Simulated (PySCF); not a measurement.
Compound: C4H11N2PSi.
Geometry (PBE0-D3(BJ)/def2-SVP, Å), atoms numbered from 1 in this order:
```
atom  x, y, z in Å
C1    -1.3660   -1.6432    0.3692
N2    -1.1930   -0.3186   -0.1827
C3    -2.4035    0.3600   -0.5668
P4     0.3243    0.3575   -0.3326
N5     1.3880   -0.6520    0.1624
Si6    3.0868   -0.6361    0.3087
C7     0.3373    2.1117   -0.3116
C8     0.4337    1.6052   -1.5596
H9    -1.9914   -1.6108    1.2798
H10   -1.8581   -2.3113   -0.3604
H11   -0.3834   -2.0569    0.6254
H12   -2.9452   -0.2038   -1.3479
H13   -3.0841    0.4786    0.2959
H14   -2.1877    1.3601   -0.9638
H15    3.5631   -1.9726    0.7820
H16    3.7932   -0.3474   -0.9878
H17    3.5864    0.3854    1.2929
H18    0.3261    3.1006    0.1578
H19    0.5414    1.9888   -2.5792
```

Level: PBE0/pcSseg-1 in PySCF, non-relativistic, on one gas-phase PBE0-D3(BJ)/def2-SVP geometry that isn't relaxed in the solvent. The solvent is an IEF-PCM continuum (Bondi radii, 1.10 Å for H, scaled by 1.2). Only the electrostatic response of the medium enters.

```json
{"run": "gas", "E − E(gas) (kcal/mol)": "0.00", "HOMO (eV)": "-6.67", "HOMO–LUMO gap (eV)": "5.76", "dipole (D)": "4.50"}
{"run": "P", "E − E(gas) (kcal/mol)": "-4.90", "HOMO (eV)": "-6.54", "HOMO–LUMO gap (eV)": "5.89", "dipole (D)": "5.82"}
{"run": "Q", "E − E(gas) (kcal/mol)": "-4.67", "HOMO (eV)": "-6.54", "HOMO–LUMO gap (eV)": "5.88", "dipole (D)": "5.76"}
```

Problem. The runs were made in acetone and dimethylsulfoxide. Which run belongs to which solvent?

Solution. P = dimethylsulfoxide, Q = acetone. The dielectric constants are 20.49 (acetone), 46.83 (dimethylsulfoxide), and the energy falls further as ε rises. In this model the ground state sees the solvent through ε alone.

Problem. How constant is the ratio of the lowering to (ε − 1)/(2ε + 1)?

Solution. 
```json
{"solvent": "acetone", "(ε − 1)/(2ε + 1)": "0.464", "E − E(gas) (kcal/mol)": "-4.67", "ratio (kcal/mol)": "-10.1", "polarisation term (kcal/mol)": "-5.67"}
{"solvent": "dimethylsulfoxide", "(ε − 1)/(2ε + 1)": "0.484", "E − E(gas) (kcal/mol)": "-4.90", "ratio (kcal/mol)": "-10.1", "polarisation term (kcal/mol)": "-6.02"}
```

The ratio changes by +0.7 % in size from acetone to dimethylsulfoxide. The polarisation term is half the interaction of the solute with the induced surface charges.

On one thread, AMD EPYC 7R13 (x86_64), no GPU, shared host with 192 logical CPUs at a one-minute load of 50, this took 27 s of wall time and 1.1 GiB of memory at its peak. This is the whole shielding run at PBE0/pcSseg-1 in dimethylsulfoxide, SCF included.
